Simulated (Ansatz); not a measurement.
Ansatz results at the PBE0-D4/def2-TZVP geometry: size of the dipole moment (B3LYP/def2-TZVPP) 1.51 D; size of the dipole moment (PBE/def2-TZVPP) 1.42 D; HOMO–LUMO gap (PBE/def2-TZVPP) 4.49 eV.

Each molecule was computed in one conformer, which needn't be the lowest.

Problem. Which molecule gave them?
A. `O[SiH2]O[SiH2][SiH3]`
B. `FC[SiH2]O[SiH3]`
C. `N=C(N)[SeH]`
D. `CC(C)=C=[Se]`

Solution. C. The others give `FC[SiH2]O[SiH3]`: 1.30, 1.20, 5.90; `CC(C)=C=[Se]`: 2.05, 1.91, 1.92; `O[SiH2]O[SiH2][SiH3]`: 1.09, 1.11, 5.49.

B3LYP here is the variant with VWN-RPA as its local correlation; programs differ in this.
